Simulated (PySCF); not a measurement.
# Si²⁺: excitation energy

Si²⁺ [Ne] 3s2 (1S) → Si²⁺ [Ne] 3s1 4s1, s spin flipped, as a difference of total energies. Computed with PySCF 2.14 in aug-cc-pwCVDZ (6s5p3d, 36 functions), with the non-relativistic Hamiltonian (point nucleus). Correlated levels: nothing frozen. The calculations carry no spin-orbit coupling.

| method | excitation energy (cm⁻¹) |
| --- | --- |
| UHF | 0 |
| MP2 (all electrons) | 0 |
| SCS-MP2 (all electrons) | 0 |

The upper determinant mixes two multiplicities, so it lies between the two terms.

The promoted electron is Rydberg-like, and one or two diffuse shells describe it only roughly, which tends to raise the upper state.
